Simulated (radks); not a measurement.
Task: These are the eigenvalues of the occupied orbitals of an atom or ion with whole-number occupations (hartree). Calculated with a radial shooting solver on a logarithmic mesh with Libxc functionals: scalar-relativistic Kohn-Sham, r2SCAN, spin-polarised, spherical densities, finite nucleus; meta-GGA in the generalised Kohn-Sham scheme; Fermi nuclear charge, rms radius of each element as measured or else 0.836 A^(1/3) + 0.57 fm.

orbital  eigenvalue
1s up     -282.4448
1s down   -282.4166
2s up     -35.81526
2s down   -35.68456
2p up     -30.96505
2p down   -30.84711
3s up      -6.26741
3s down    -5.92955
3p up      -4.84217
3p down    -4.50963
3d up      -2.56960
3d down    -2.25619

Which element is it, and in what charge state? The configuration may be excited. Open shells, if any, are filled with parallel spins first.

Result: Z = 27, cobalt, charge +4: Co4+ in [Ne] 3s2 3p5 3d6. The list shows which subshells hold electrons but not how many an open one holds; the 1s level, -282.44 hartree, gives Z - s = 23.8 by -(Z - s)^2/2, which with screening and relativity narrows Z to a few neighbours, and the depths of the outer levels then fix element, charge and occupations together.
